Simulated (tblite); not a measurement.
Species: C4H9FS2Si.
Cartesian coordinates in Å at the GFN2-xTB level; atoms count from 1:
```
atom  x, y, z in Å
F1     3.879    0.889    0.209
C2     3.001    0.291   -0.664
Si3    1.306    0.126    0.186
S4     0.066    1.764   -0.411
C5    -1.559    1.123    0.148
C6    -1.966   -0.194   -0.493
C7    -1.294   -1.419    0.108
S8     0.417   -1.702   -0.486
H9     2.972    0.916   -1.559
H10    3.425   -0.681   -0.919
H11    1.446    0.097    1.639
H12   -2.260    1.909   -0.129
H13   -1.532    1.043    1.235
H14   -3.045   -0.308   -0.356
H15   -1.768   -0.159   -1.566
H16   -1.265   -1.361    1.196
H17   -1.828   -2.322   -0.181
```

Level: GFN2-xTB in tblite, geometry and Hessian alike; calculated harmonic values, unscaled, isolated species. Against measured fundamentals such values can be off by several per cent, at times by over 20. Modes of hydrogen on silicon can be 10 to 20 % off. One conformer, not necessarily the lowest.

Harmonic wavenumbers (cm⁻¹): 26.1, 60.5, 110.7, 127.3, 162.5, 194.2, 275.8, 280.9, 301.8, 440.6, 483.3, 551.8, 620.5, 636.9, 649.8, 684.1, 742.7, 770.2, 829.6, 880.3, 936.9, 1010.9, 1040.0, 1078.2, 1118.1, 1194.7, 1200.8, 1207.3, 1267.2, 1268.3, 1279.8, 1337.4, 1435.3, 1443.2, 1453.0, 1461.3, 2282.7, 2954.3, 2967.9, 2975.8, 2977.1, 2978.0, 2994.9, 3009.5, 3010.8.

A = 1825, B = 883.3, C = 638.5 MHz; mass 167.990 u (most abundant isotopes); point group C1, symmetry number 1.

Problem. What is the zero-point energy?

Solution. ½Σν̃ = 27356 cm⁻¹ = 327.26 kJ/mol.

Problem. Give the ideal-gas entropy at 400 K and 1 bar in the rigid-rotor, harmonic-oscillator model (classical rotation).

Solution. Translation 178.87, rotation 129.71, vibration 172.51: S = 481.1 J/(mol K).

Problem. And Cp and H(400 K) − H(0)?

Solution. Cp = 196.68 J/(mol K), of which vibrations give 163.42 (their classical limit is 45 R = 374.2); H(400 K) − H(0) = 47.62 kJ/mol without the zero-point energy, 34.32 from vibrations.

Problem. How do the functions run with temperature in this model?

Solution. 
```csv
T (K),S (J/(mol K)),Cp (J/(mol K)),H − H(0) (kJ/mol),G − H(0) (kJ/mol),ln q(vib)
50,258.2,57.7,2.22,-10.69,0.91
100,305.6,80.9,5.71,-24.85,2.32
298.15,428.9,159.1,29.45,-98.43,7.77
373.15,467.7,187.4,42.47,-132.07,9.73
500,528.4,227.3,68.88,-195.32,12.98
750,631.7,281.4,133.02,-340.74,19.01
1000,717.7,315.9,207.97,-509.72,24.53
```

q(vib) and H(0) count from the zero-point level.

Problem. What must be added to the electronic energy to get the Gibbs energy at 400 K and 1 bar?

Solution. ZPE + [H(400 K) − H(0)] − T·S = 327.26 + 47.62 − 192.43 = 182.45 kJ/mol.

Hindered rotation and anharmonicity are outside this model. Other conformers, if any are populated, would add a mixing term that is left out. The structure is chiral; the term R ln 2 for an equal mix with its mirror image is left out.
